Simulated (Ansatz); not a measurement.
One change: `F[Si]S` becomes `[F][Ge][SH]`.

Ansatz, PBE0-D4/def2-TZVP geometries, multiplicity 1. Each molecule was computed in one conformer, which needn't be the lowest.

Scalar relativity is left out up to krypton.

```csv
property,`F[Si]S`
size of the dipole moment (PBE/def2-TZVPP) / D,0.23
size of the dipole moment (B3LYP/def2-TZVPP) / D,0.11
HOMO–LUMO gap (ωB97M-V/def2-TZVPP) / eV,9.25
HOMO energy (ωB97M-V/def2-TZVPP) / eV,-9.42
HOMO energy (PBE0/def2-TZVPP) / eV,-7.37
size of the dipole moment (ωB97M-V/def2-TZVPP) / D,0.08
```

(1) Give the same properties after the change, and the shifts. (Best estimate.)

Results:

(1) The calculation gave: 
```tsv
property	`[F][Ge][SH]`	shift
size of the dipole moment (PBE/def2-TZVPP) / D	2.38	2.15
size of the dipole moment (B3LYP/def2-TZVPP) / D	2.58	2.47
HOMO–LUMO gap (ωB97M-V/def2-TZVPP) / eV	9.18	-0.07
HOMO energy (ωB97M-V/def2-TZVPP) / eV	-9.66	-0.24
HOMO energy (PBE0/def2-TZVPP) / eV	-7.62	-0.25
size of the dipole moment (ωB97M-V/def2-TZVPP) / D	2.58	2.50
```

Dipoles are sizes alone; their direction can turn.

B3LYP here is the variant with VWN-RPA as its local correlation; programs differ in this.
